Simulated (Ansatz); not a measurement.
System: SiS (charge 0, triplet). This is an excited triplet: at this geometry the singlet lies 2.49 eV lower at CCSD(T)/CBS(aug-cc-pV(T+d)Z,aug-cc-pV(Q+d)Z). 
Coordinates optimised at B3LYP-D3(BJ)/def2-TZVP (Ansatz, a first-principles code):
SMILES: [Si]=S
```xyz
2

Si     0.0000     0.0000    -1.1689
S      0.0000     0.0000     1.0227
```
Charge 0, spin multiplicity 3.

Basis-set convergence of Hartree-Fock and CCSD(T) correlation energies (hartree) with Ansatz. Valence correlation only, unless marked. UHF or UKS for open shells. Spin-orbit coupling is left out. Non-relativistic.

```tsv
basis	functions	E(HF)	E(corr, CCSD(T))
aug-cc-pV(D+d)Z	64	-686.41775	-0.21579
aug-cc-pV(T+d)Z	110	-686.43728	-0.26413
aug-cc-pV(Q+d)Z	178	-686.44205	-0.27893
```

Extrapolating the two largest sets (X = 3 and 4) as X^-3: E(corr) = (64·(-0.27893) - 27·(-0.26413))/37 = -0.2897 Eh, an estimate of the basis-set limit. The largest set recovers 96.3 % of it, the smallest 74.5 %.
